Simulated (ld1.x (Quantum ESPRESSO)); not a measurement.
# cobalt (Co): one change to a TM potential, before and after

cobalt (Co), norm-conserving Troullier–Martins (Kleinman–Bylander form), made with ld1.x (Quantum ESPRESSO) 7.5 (PBE, scalar-relativistic). Core [Ne] 3s2, reference 3p6 3d7 4s1 4p0 (charge +1). Waves: 4s (bound): rc 2.25 bohr; 3d (bound): rc 1.10 bohr; 3p (bound): rc 1.15 bohr. Local part: the p channel. Core correction: none.

Change: core [Ne], valence charge 17; reference 3s2 3p6 3d7 4s2 4p0; waves now 3s (bound): rc 1.30 bohr; 3p (bound): rc 1.15 bohr; 3d (bound): rc 1.35 bohr; local potential all-electron potential smoothed inside 1.00 bohr (lloc = -1).

Cutoffs: the cutoffs (Ry, on a coarse ladder) from which the occupation-weighted sum of valence levels, in a spherical-Bessel basis at the reference potential, stays within 10 and 1 mRy of its value at 400 Ry; they do not see the model core or the augmentation charge, which bear on the density cutoff. Errors are all-electron minus pseudo energies relative to the spin-unpolarised reference configuration.

Question: What does the change do?

Answer: The potential gets softer (180 Ry and 260 Ry → 140 Ry and 230 Ry); the bound ghost in s disappears; the miss of the reference levels goes from 0.00 to 0.36 eV. Several settings change at once here, so the effects cannot be laid on one of them.

```csv
quantity,base,changed
"cutoff, loose",180 Ry,140 Ry
"cutoff, tight",260 Ry,230 Ry
loose cutoff by channel (10 mRy a level),"s 8 Ry, d 160 Ry, p 70 Ry","s 50 Ry, p 70 Ry, d 110 Ry"
bound ghosts,s,none
"largest miss of a reference level, eV",0.00,0.36
"largest error over its own tests, meV",+147,-2589
```

Changed file: The 4s level has no wave, so the channel is fitted at the deeper level alone: the likely source of the large errors. A true bound ghost makes a file unfit for plane-wave use even where its test errors are small: the radial tests pick states by their node count and pass the ghost by.
